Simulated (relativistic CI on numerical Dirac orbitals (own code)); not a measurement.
## Level scheme of Eu9+

Method of calculation: Dirac-Coulomb-Breit CI, KLI orbitals optimised for each configuration, a model potential for QED, unscaled Slater integrals (own radial code, finite nucleus).

Configurations in the expansion (outside the closed core [Kr] 4d10): 4f⁵5s²5p, 4f⁶5s², 4f⁷5s, 4f⁵5s²6s, 4f⁵5s²7s. The list is cut by size and lacks configurations that can hold low levels.

```csv
No.,Configuration,Term,J,E (cm⁻¹),%,Landé g,jj configuration (%)
41,4f⁵(4K°)5p,⁵L,6,36190.2,46,0.850,4f5/2^2 4f7/2^3 5p1/2 (41)
42,4f⁵(4I°)5p,⁵I,4,36720.6,28,0.913,4f5/2^3 4f7/2^2 5p1/2 (45)
43,4f⁵(4L°)5p,⁵M,8,37036.9,25,0.942,4f5/2^3 4f7/2^2 5p1/2 (73)
44,4f⁵(6P°)5p,⁷D,1,37226.2,69,2.673,4f5/2^3 4f7/2^2 5p1/2 (56)
45,4f⁵(6P°)5p,⁷D,2,37301.7,42,1.778,4f5/2^3 4f7/2^2 5p1/2 (40)
46,4f⁵5s²5p,⁵L,7,37717.2,23,1.003,4f5/2^3 4f7/2^2 5p1/2 (36)
47,4f⁵(4M°)5p,⁵M,11,38192.3,42,1.127,4f5/2^2 4f7/2^3 5p1/2 (46)
48,4f⁵(4I°)5p,⁵H,6,38759.8,34,1.100,4f5/2^3 4f7/2^2 5p1/2 (27)
49,4f⁵(4F°)5p,⁵F,4,38951.3,22,1.044,4f5/2^2 4f7/2^3 5p1/2 (29)
50,4f⁵(4F°)5p,⁵G,4,39581.0,29,1.224,4f5/2^2 4f7/2^3 5p1/2 (37)
51,4f⁵(4M°)5p,⁵L,9,39641.2,43,1.106,4f5/2^2 4f7/2^3 5p1/2 (62)
52,4f⁵(4I°)5p,⁵I,5,39905.9,27,1.061,4f5/2^2 4f7/2^3 5p1/2 (44)
53,4f⁵(4I°)5p,⁵H,7,39967.9,27,1.102,4f5/2^3 4f7/2^2 5p1/2 (36)
54,4f⁵(4G°)5p,³F,2,40052.9,30,0.823,4f5/2^2 4f7/2^3 5p1/2 (48)
55,4f⁵(6P°)5p,⁷D,3,40109.6,26,1.425,4f5/2^3 4f7/2^2 5p1/2 (37)
56,4f⁵(4M°)5p,⁵L,8,40348.2,19,1.076,4f5/2^2 4f7/2^3 5p1/2 (39)
57,4f⁵(4L°)5p,⁵M,7,41422.8,26,0.955,4f5/2^3 4f7/2^2 5p1/2 (56)
58,4f⁵(4D°)5p,⁵P,3,41423.4,36,1.629,4f5/2^2 4f7/2^3 5p1/2 (49)
59,4f⁵(4K°)5p,³I,5,41728.7,30,0.874,4f5/2^3 4f7/2^2 5p1/2 (38)
60,4f⁵(4D°)5p,⁵F,1,41830.4,57,0.333,4f5/2^4 4f7/2 5p1/2 (30)
61,4f⁵5s²5p,³M,9,42196.6,29,1.028,4f5/2^3 4f7/2^2 5p1/2 (47)
62,4f⁵(4H°)5p,⁵I,4,42302.0,56,0.729,4f5/2^2 4f7/2^3 5p1/2 (34)
63,4f⁵(4H°)5p,⁵I,6,42398.9,32,1.088,4f5/2^2 4f7/2^3 5p1/2 (32)
64,4f⁵(4D°)5p,⁵F,2,42805.4,26,1.372,4f5/2^2 4f7/2^3 5p1/2 (42)
65,4f⁵(4F°)5p,⁵G,5,42973.0,15,1.070,4f5/2^2 4f7/2^3 5p1/2 (31)
66,4f⁵(4M°)5p,⁵L,10,43269.1,65,1.162,4f5/2^2 4f7/2^3 5p1/2 (47)
67,4f⁵(4D°)5p,⁵F,3,43315.5,25,1.269,4f5/2^3 4f7/2^2 5p1/2 (32)
68,4f⁵(4K°)5p,⁵I,6,43620.5,17,0.989,4f5/2^3 4f7/2^2 5p1/2 (32)
69,4f⁵(4G°)5p,⁵F,5,43948.4,46,1.263,4f5/2^2 4f7/2^3 5p1/2 (36)
70,4f⁵(6P°)5p,⁷P,2,44108.3,29,1.762,4f5/2^3 4f7/2^2 5p1/2 (39)
71,4f⁵(4K°)5p,⁵I,8,44122.6,28,1.102,4f5/2^2 4f7/2^3 5p1/2 (41)
72,4f⁵(4G°)5p,⁵H,3,44208.0,37,0.893,4f5/2^2 4f7/2^3 5p1/2 (40)
73,4f⁵(4K°)5p,⁵I,7,44946.6,38,1.116,4f5/2^2 4f7/2^3 5p1/2 (46)
74,4f⁵(4K°)5p,⁵K,6,44954.7,27,0.914,4f5/2^3 4f7/2^2 5p1/2 (53)
75,4f⁵(4G°)5p,⁵H,5,45052.9,20,1.104,4f5/2^2 4f7/2^3 5p1/2 (28)
76,4f⁵(6P°)5p,⁵D,4,45210.6,31,1.429,4f5/2^3 4f7/2^2 5p1/2 (33)
77,4f⁵(4G°)5p,⁵H,4,45859.6,29,1.132,4f5/2^2 4f7/2^3 5p1/2 (29)
78,4f⁵(4D°)5p,⁵D,1,45935.1,44,1.401,4f5/2^4 4f7/2 5p1/2 (36)
79,4f⁵(4G°)5p,⁵H,3,46089.0,19,1.093,4f5/2^2 4f7/2^3 5p1/2 (34)
80,4f⁵(4L°)5p,⁵K,8,46640.3,22,1.088,4f5/2^2 4f7/2^3 5p1/2 (61)
81,4f⁵(4L°)5p,⁵K,7,46678.4,34,1.009,4f5/2^2 4f7/2^3 5p1/2 (39)
82,4f⁵(4D°)5p,⁵D,0,46694.0,59,,4f5/2^2 4f7/2^3 5p1/2 (58)
83,4f⁵(4G°)5p,⁵H,6,46797.9,33,1.161,4f5/2^2 4f7/2^3 5p1/2 (33)
84,4f⁵(4K°)5p,⁵K,9,46817.6,31,1.130,4f5/2^2 4f7/2^3 5p1/2 (55)
85,4f⁵(6P°)5p,⁷P,2,46981.5,32,1.652,4f5/2^2 4f7/2^3 5p1/2 (34)
86,4f⁵(4H°)5p,³I,7,47086.3,21,1.089,4f5/2^2 4f7/2^3 5p1/2 (41)
87,4f⁵(4P°)5p,³S,1,47116.4,27,1.754,4f5/2^3 4f7/2^2 5p1/2 (46)
88,4f⁵(4G°)5p,⁵H,3,47470.4,39,0.805,4f5/2^2 4f7/2^3 5p1/2 (38)
89,4f⁵(4G°)5p,⁵H,5,47497.8,30,1.143,4f5/2^4 4f7/2 5p1/2 (32)
90,4f⁵(4G°)5p,⁵H,4,47556.6,17,1.159,4f5/2^3 4f7/2^2 5p1/2 (37)
91,4f⁵(4L°)5p,⁵K,9,48078.9,43,1.127,4f5/2^2 4f7/2^3 5p1/2 (46)
92,4f⁵(4L°)5p,⁵K,8,48294.7,24,1.078,4f5/2^2 4f7/2^3 5p1/2 (41)
93,4f⁵(6H°)5p,⁷G,1,48454.6,83,-0.309,4f5/2^3 4f7/2^2 5p3/2 (30)
94,4f⁵(4L°)5p,³M,10,48698.2,36,1.101,4f5/2^2 4f7/2^3 5p1/2 (57)
95,4f⁵(4H°)5p,⁵G,6,48761.3,48,1.225,4f5/2^2 4f7/2^3 5p1/2 (33)
96,4f⁵(4H°)5p,⁵H,4,49083.3,18,1.159,4f5/2^2 4f7/2^3 5p1/2 (45)
97,4f⁵(6P°)5p,⁵P,3,49330.4,31,1.557,4f5/2^2 4f7/2^3 5p1/2 (37)
98,4f⁵(6H°)5p,⁷G,2,49472.8,71,0.798,4f5/2^4 4f7/2 5p3/2 (32)
99,4f⁵(2L°)5p,³M,8,49753.2,26,1.025,4f5/2^2 4f7/2^3 5p1/2 (50)
100,4f⁵(4F°)5p,⁵D,4,49817.5,26,1.320,4f5/2^2 4f7/2^3 5p1/2 (26)
101,4f⁵(2L°)5p,³L,7,50141.0,27,1.035,4f5/2^2 4f7/2^3 5p1/2 (37)
102,4f⁵(6H°)5p,⁷I,9,50313.9,96,1.328,4f5/2^2 4f7/2^3 5p3/2 (38)
103,4f⁵(6H°)5p,⁷G,3,50369.1,43,1.049,4f5/2^3 4f7/2^2 5p3/2 (26)
104,4f⁵(4P°)5p,⁵D,0,50562.6,66,,4f5/2^4 4f7/2 5p1/2 (27)
105,4f⁵(4H°)5p,⁵G,5,50659.8,24,1.117,4f5/2 4f7/2^4 5p1/2 (27)
106,4f⁵(4G°)5p,⁵G,2,51291.9,53,0.629,4f5/2^3 4f7/2^2 5p1/2 (34)
107,4f⁵(4G°)5p,⁵F,5,51428.8,34,1.203,4f5/2^3 4f7/2^2 5p1/2 (31)
108,4f⁵(6H°)5p,⁷G,3,51615.9,19,1.036,4f5/2^2 4f7/2^3 5p1/2 (31)
109,4f⁵(6H°)5p,⁷G,4,51667.7,23,1.212,4f5/2^3 4f7/2^2 5p3/2 (21)
110,4f⁵(4P°)5p,⁵D,2,51755.0,28,1.517,4f5/2^2 4f7/2^3 5p1/2 (38)
```

Energies count from the lowest computed level. Percentages are summed over parent terms; the parents shown are those of the largest component, closed shells are left out there. Filled j subshells are mostly left out of the jj labels.

The mean weight of the leading LS term, summed over parents, in these 70 levels is 35 %, and that of the leading jj configuration (from the same eigenvectors) 39 %.

At this charge energies of transitions that change n are usually good to better than 1 %, and those within a shell (Δn = 0) to a few per cent. Terms inside the open d or f shell come out 10 to 20 % too wide with unscaled integrals. Levels and lines within the n = 5 or 6 shells can be off by up to 10 % or somewhat more, and those that change n by about 2 %, since core polarisation is missing.

LS names give the leading component of a level, which can be under half, so a name can repeat, a term be missing and a line seem to break the LS rules.
